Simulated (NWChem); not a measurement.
# Si2NH6OCl; SMILES [Si@H]([SiH2]O)(Cl)N

```xyz
11

N     -2.0166    -0.5129     0.3997
Si    -0.5106    -0.4797    -0.4211
Cl     0.7883    -2.0693     0.0548
Si     0.7592     1.3754     0.2109
O     -0.0763     2.7632    -0.2047
H     -2.0700    -0.3142     1.3924
H     -2.7438    -1.1600     0.1143
H     -0.7951    -0.6149    -1.8759
H      2.0971     1.3123    -0.4601
H      1.0017     1.2991     1.6902
H      0.3541     3.6009    -0.0093
```
Atoms are numbered in this order, from 1.

Results from NWChem. All runs use the structure optimised with PBE0/def2-SVP. Hybrids' shares of exact exchange are those that their runs print; pure functionals count as 0. The functionals differ in more than this share.

| row | share of exact exchange | highest occupied level (eV) |
|---|---|---|
| PBE/def2-TZVP | 0.00 | -6.45 |
| TPSSh/def2-TZVP | 0.10 | withheld |
| B3LYP/def2-TZVP | 0.20 | -7.56 |
| PBE0/def2-TZVP | 0.25 | -7.78 |

Fit a straight line of the last column on the one before it, predict the withheld value, and compare with the run.


1. Means of the 3 shown rows: x = 0.150, y = -7.263. Slope Σ(x − x̄)(y − ȳ)/Σ(x − x̄)² = -0.1885/0.03500 = -5.386; intercept -6.455.
2. The shown rows scatter about the line by 0.020 (root mean square); the largest residual is -0.03, at B3LYP/def2-TZVP.
3. At x = 0.10 (TPSSh/def2-TZVP; inside the shown range) the line gives -6.99.
4. The run gives -7.08, -0.09 from the line, 4.4 times the scatter.
